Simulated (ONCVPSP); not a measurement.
**Reading a pseudo-wave (Ni (Z = 28))**

Columns: radius, all-electron u(r) and pseudo u(r) of the 3d shell (level -47.36 eV) of nickel in the configuration [Ne] 3s2 3p6 3d7; PBE, non-relativistic, ONCV scheme, ONCVPSP 4.0.1.

```tsv
r (bohr)	all-electron	pseudo
0.070	0.0438	0.0064
0.140	0.2033	0.0482
0.210	0.4172	0.1483
0.280	0.6240	0.3100
0.350	0.7929	0.5156
0.420	0.9149	0.7334
0.490	0.9924	0.9275
0.560	1.0314	1.0701
0.630	1.0400	1.1467
0.700	1.0261	1.1590
0.770	0.9965	1.1214
0.840	0.9565	1.0529
0.910	0.9101	0.9725
0.980	0.8601	0.8938
1.050	0.8085	0.8231
1.120	0.7567	0.7615
1.190	0.7058	0.7069
1.260	0.6564	0.6565
1.330	0.6089	0.6089
1.400	0.5637	0.5637
1.470	0.5208	0.5208
1.540	0.4804	0.4804
1.610	0.4425	0.4425
1.680	0.4071	0.4071
1.750	0.3740	0.3740
1.820	0.3432	0.3432
```

How many radial nodes do the two functions have?

The all-electron 3d function has n − l − 1 = 0; the pseudo-wave has 0.

At about which radius was the pseudo-wave matched?

1.40 bohr. The columns agree to 0.0005 from 1.26 bohr on; several derivatives are matched, so the curves merge somewhat inside the radius.

Is the pseudo-wave norm-conserving?

Yes: the ONCV scheme keeps the norm inside the radius equal to the all-electron one, which fixes the energy derivative of the logarithmic derivative at the level.
